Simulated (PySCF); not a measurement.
Steps of a relaxation of Gd(NH2)3(H2O)

Gd(NH2)3(H2O) (singlet in the valence; each metal's 4f electrons, 7 of them, lie in its core potential, out of spins and levels). PySCF 2.14.0, RKS PBE0, Gd lcecp-1-SVP with ECP53, N def2-SVP, H def2-SVP, O def2-SVP; non-relativistic Hamiltonian with scalar-relativistic core potentials where named; density fitting; no spin-orbit coupling. Origin of the start: template. Columns: position (Å) and force (eV/Å). Energies are counted from the last step; some of the 40 steps are shown. Forces carry noise of the integration grid, about 0.01 to 0.03 eV/Å.

Run from Python with OMP_NUM_THREADS=2. Where DIIS fails, smearing, a level shift and second-order steps follow.
It took 4.1 min on 2 threads of Arm Neoverse V2, on a shared host, from the converged density of the start.

```xyz
13
step 0  E = 0.506 eV
Gd    0.0207   -0.0207    0.0207     0.92   -0.92    0.86
N     1.3366    1.2952    1.3366    -0.69   -0.43   -0.99
H     2.2642    1.0490    1.6773    -0.03    0.17    0.10
H     1.0904    2.2228    1.6773     0.22   -0.01    0.23
N    -1.2952   -1.3366    1.3366     0.43    0.69   -0.99
H    -2.2228   -1.0904    1.6773     0.01   -0.22    0.23
H    -1.0490   -2.2642    1.6773    -0.17    0.03    0.10
N     1.3366   -1.3366   -1.2952    -0.87    0.87    0.54
H     1.0904   -2.2642   -1.6359     0.19   -0.04   -0.04
H     2.2642   -1.0904   -1.6359     0.04   -0.19   -0.04
O    -1.4068    1.4068   -1.4068    -0.33    0.33   -0.22
H    -2.0618    2.0618   -1.1187     0.17   -0.17   -0.03
H    -1.4331    1.4331   -2.3761     0.10   -0.10    0.22
```

```xyz
13
step 13  E = 0.069 eV
Gd    0.1567   -0.1567    0.2388     0.05   -0.05   -0.07
N     1.2571    1.4470    1.3029     0.33    0.02    0.08
H     2.2667    1.5835    1.1490    -0.34    0.04    0.00
H     1.0292    2.0542    2.0943     0.02   -0.12   -0.10
N    -1.4470   -1.2571    1.3029    -0.02   -0.33    0.08
H    -2.0542   -1.0292    2.0943     0.12   -0.02   -0.10
H    -1.5835   -2.2667    1.1490    -0.04    0.34    0.00
N     1.2845   -1.2845   -1.3292    -0.03    0.03    0.06
H     1.0592   -2.2018   -1.7222    -0.03    0.07    0.06
H     2.2018   -1.0592   -1.7222    -0.07    0.03    0.06
O    -1.2159    1.2159   -1.2806     0.01   -0.01   -0.05
H    -1.8855    1.8855   -1.1056     0.01   -0.01    0.00
H    -1.1348    1.1348   -2.2371     0.00    0.00   -0.03
```

```xyz
13
step 26  E = 0.004 eV
Gd    0.1734   -0.1734    0.2923    -0.01    0.01   -0.02
N     1.2720    1.4126    1.3767    -0.03    0.04    0.02
H     2.1140    1.8860    1.0450     0.01   -0.01    0.02
H     1.0789    1.8228    2.2921     0.02   -0.04   -0.03
N    -1.4126   -1.2720    1.3767    -0.04    0.03    0.02
H    -1.8228   -1.0789    2.2921     0.04   -0.02   -0.03
H    -1.8860   -2.1140    1.0450     0.01   -0.01    0.02
N     1.2203   -1.2203   -1.3648    -0.02    0.02    0.03
H     0.9836   -2.1292   -1.7646     0.00   -0.02   -0.01
H     2.1292   -0.9836   -1.7646     0.02    0.00   -0.01
O    -1.1307    1.1307   -1.3445     0.00    0.00   -0.01
H    -1.8092    1.8092   -1.2642     0.01   -0.01    0.00
H    -0.9760    0.9760   -2.2834     0.00    0.00    0.01
```

Q: Where does the relaxation end?

A: It converges at step 39 in Cs:
```xyz
13
step 39  E = 0
Gd    0.1408   -0.1408    0.2774
N     1.2525    1.3991    1.4119
H     2.1057    1.8895    1.1400
H     1.0593    1.7093    2.3651
N    -1.3991   -1.2525    1.4119
H    -1.7093   -1.0593    2.3651
H    -1.8895   -2.1057    1.1400
N     1.1712   -1.1712   -1.4042
H     0.9400   -2.0850   -1.7982
H     2.0850   -0.9400   -1.7982
O    -1.1208    1.1208   -1.4175
H    -1.8014    1.8014   -1.4284
H    -0.9004    0.9004   -2.3307
```

Q: How did the contacts change?

A: 
```csv
contact,start (Å),end (Å)
Gd1–N2 (NH2),2.279,2.212
Gd1–N5 (NH2),2.279,2.212
Gd1–N8 (NH2),2.279,2.225
Gd1–O11 (H2O),2.473,2.461
```


No frequency check is given that shows the relaxed geometry to be a minimum. An lcecp potential fixes the number of 4f electrons, so in runs with it no electron can move into or out of that shell.
